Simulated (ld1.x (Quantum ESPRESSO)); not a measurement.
**An all-electron radial function and its pseudo partner (Tm)**

Columns: radius, all-electron u(r) and pseudo u(r) of the 4f shell (level -3.31 eV) of thulium in the configuration [Kr] 4d10 4f13 5s2 5p6 5d0 6s2 6p0; LDA (PZ), scalar-relativistic, TM scheme, ld1.x (Quantum ESPRESSO) 7.5.

| r (bohr) | all-electron | pseudo |
| --- | --- | --- |
| 0.126 | 0.1974 | 0.0462 |
| 0.252 | 0.7219 | 0.4599 |
| 0.378 | 1.0541 | 1.0575 |
| 0.504 | 1.1322 | 1.2384 |
| 0.630 | 1.0727 | 1.1114 |
| 0.756 | 0.9622 | 0.9643 |
| 0.882 | 0.8421 | 0.8421 |
| 1.008 | 0.7292 | 0.7292 |
| 1.134 | 0.6293 | 0.6293 |
| 1.260 | 0.5430 | 0.5430 |
| 1.386 | 0.4696 | 0.4696 |
| 1.512 | 0.4075 | 0.4075 |
| 1.638 | 0.3548 | 0.3548 |
| 1.764 | 0.3102 | 0.3102 |
| 1.890 | 0.2723 | 0.2723 |
| 2.016 | 0.2399 | 0.2399 |
| 2.142 | 0.2121 | 0.2121 |
| 2.268 | 0.1883 | 0.1883 |
| 2.394 | 0.1677 | 0.1677 |
| 2.520 | 0.1498 | 0.1498 |
| 2.646 | 0.1343 | 0.1343 |
| 2.772 | 0.1207 | 0.1207 |
| 2.898 | 0.1088 | 0.1088 |
| 3.024 | 0.0983 | 0.0983 |
| 3.150 | 0.0891 | 0.0891 |
| 3.276 | 0.0809 | 0.0809 |

(1) How many radial nodes do the two functions have?

(2) At about which radius was the pseudo-wave matched?

(3) Is the pseudo-wave norm-conserving?

## Answers

(1) The all-electron 4f function has n − l − 1 = 0; the pseudo-wave has 0.

(2) 0.88 bohr, where the columns begin to agree (steps of 0.13 bohr).

(3) Yes: the TM scheme keeps the norm inside the radius equal to the all-electron one, which fixes the energy derivative of the logarithmic derivative at the level.
